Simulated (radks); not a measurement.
The carbon ion C+ inside a hard spherical wall (all orbitals vanish at R), configuration held at [He] 2s2 2p1 and not refilled when levels cross. Method: non-relativistic Kohn-Sham, PBE, spin-polarised, spherical densities, point nucleus; open shells are filled with parallel spins first; computed with a radial shooting solver on a logarithmic mesh with Libxc functionals. Eigenvalues in eV for spin up, with the zero of energy where the potential of the charges vanishes at infinity; a dash marks a level that is unbound or too diffuse for the functional's potential to be trusted. A positive occupied level is held by the wall or, in an anion where self-interaction has pushed it up, behind a barrier. The pressure on the wall is -dE/dV.

| R (bohr) | E (hartree) | kinetic (hartree) | e(1s) | e(2s) | e(2p) | e(3s, empty) | e(3p, empty) | pressure (GPa) |
|---|---|---|---|---|---|---|---|---|
| free | -37.36462 | 37.258 | -288.38 | -26.493 | -17.730 | - | - | 0 |
| 20 | -37.36462 | 37.258 | -288.38 | -26.493 | -17.730 | - | - | < 0.0001 |
| 15 | -37.36462 | 37.258 | -288.38 | -26.493 | -17.730 | - | - | < 0.0001 |
| 8 | -37.36462 | 37.258 | -288.38 | -26.493 | -17.729 | -4.818 | -2.849 | 0.000417 |
| 7 | -37.36458 | 37.258 | -288.37 | -26.490 | -17.726 | -4.279 | -2.088 | 0.00460 |
| 6 | -37.36424 | 37.262 | -288.34 | -26.471 | -17.702 | -3.003 | -0.492 | 0.0524 |
| 5 | -37.36149 | 37.287 | -288.15 | -26.360 | -17.560 | 0.147 | 3.036 | 0.616 |
| 4 | -37.33947 | 37.439 | -287.19 | -25.743 | -16.804 | 8.509 | 11.450 | 7.61 |
| 2.5 | -36.81167 | 39.579 | -277.29 | -17.009 | -7.634 | 65.349 | 61.095 | 432 |
